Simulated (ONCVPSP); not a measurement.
**Building the ONCV potential for B (LDA (Perdew-Wang 92), scalar-relativistic).**

- Element: B (Z = 5)
- Generator: ONCVPSP 4.0.1
- Type: optimised norm-conserving Vanderbilt (ONCV)
- Functional: LDA (Perdew-Wang 92)
- Relativity: scalar-relativistic
- Frozen core: [He]
- Valence charge: 3
- Reference configuration: 2s1.5 2p1.5
- Partial waves: 2s: rc 1.65 bohr, ncon 4, nbas 8, qcut 4.2 1/bohr, 2 projectors, debl 2.1 Ha; 2p: rc 2.55 bohr, ncon 5, nbas 10, qcut 4.6 1/bohr, 3 projectors, debl 1.8 Ha; d scattering state at 0.07 Ha: rc 2.20 bohr, ncon 3, nbas 7, qcut 4.3 1/bohr, 2 projectors, debl 1.9 Ha
- Local potential: polynomial inside 1.05 bohr (lpopt 5, dvloc0 -1 Ha)
- Core correction: Teter function, parameters optimised by the program

All-electron outer shells of the reference configuration (LDA (PZ), scalar-relativistic, ld1.x):

```json
{"shell": "1s", "level (eV)": "-179.19", "outermost node (bohr)": "–", "outermost maximum (bohr)": "0.21"}
{"shell": "2s", "level (eV)": "-9.63", "outermost node (bohr)": "0.46", "outermost maximum (bohr)": "1.52"}
{"shell": "2p", "level (eV)": "-3.95", "outermost node (bohr)": "–", "outermost maximum (bohr)": "1.55"}
```

(1) Estimate the cutoffs (Ha) at which the residual kinetic energy of the hardest occupied pseudo-wave falls to 1 and 0.1 mHa per electron.

(2) What does a ghost test show?

(3) Tests: 2s2 2p1; 2s2 2p0; 2s1 2p0; 2s1 2p2. Which has the largest error in its energy relative to the reference configuration, and how large is it?

## Answers

(1) 8.5 Ha and 48 Ha.

(2) No bound ghost flagged; GHOST(+) flags only above 600 eV.

(3) 2s1 2p0, with +13 meV (all-electron minus pseudo) on +30.78 eV.
